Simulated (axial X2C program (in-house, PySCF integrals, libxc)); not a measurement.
MnI⁺: from the spin-free to the two-component result

Computed with an in-house all-electron X2C program for linear molecules (integrals from PySCF). Spin-free means the one-electron spin-free X2C Hamiltonian; two-component (2c) means X2C with spin–orbit coupling and atomic mean-field two-electron Coulomb and Gaunt terms, so the difference of the two also holds small scalar two-electron terms. Basis: I dyall-cv3z [11s12p8d4f1g], Mn dyall-cv3z [9s10p6d3f2g] (cores contracted in-house); Gaussian nuclei, density fitting, unrestricted open shells. Masses: I 126.904 u, Mn 54.938 u.

Spin-free state: M_S = 5/2, Λ = 0 (beyond evenly filled blocks: σα, π+α, π-α, δ+α, δ-α); fragments I + Mn+.

```tsv
level	Re (Å)	ωe (cm⁻¹)	De (eV)	μ (D)
PBE0	2.431	297.8	2.306	8.66
TPSS	2.416	297.8	2.795	7.71
```

Dipoles are positive if Mn is the positive end and refer to the centre of mass.

Two-component determinant lowest at the distance of the search:

Ω = 5/2 (⟨Sz⟩ = 2.51, ⟨Lz⟩ = -0.01 at PBE0); fragments I + Mn+.

```csv
level,Re (Å),ωe (cm⁻¹),De (eV),μ (D)
PBE0,2.439,291.3,2.069,8.55
TPSS,2.422,292.9,2.594,7.64
```

Task: From the two tables, how do the constants change at the PBE0 level (2c against spin-free)?

Result: At the PBE0 level Re goes up by 0.008 Å and ωe decreases by 6.5 cm⁻¹; De changes by -0.237 eV.

The state is one determinant whose occupation by symmetry is held fixed; it was picked as the lowest of a PBE0 search that is not exhaustive. De is counted from the lowest determinant-based energies of the atoms at the same level, without counterpoise correction. Density functionals use the spin component along the axis (collinear). The functionals have no current-density term, which raises determinants with orbital currents, atoms included. With several unpaired electrons one determinant need not be a pure state. This is the top spin component of a Σ state; components of lower Ω are not single determinants and can lie lower.
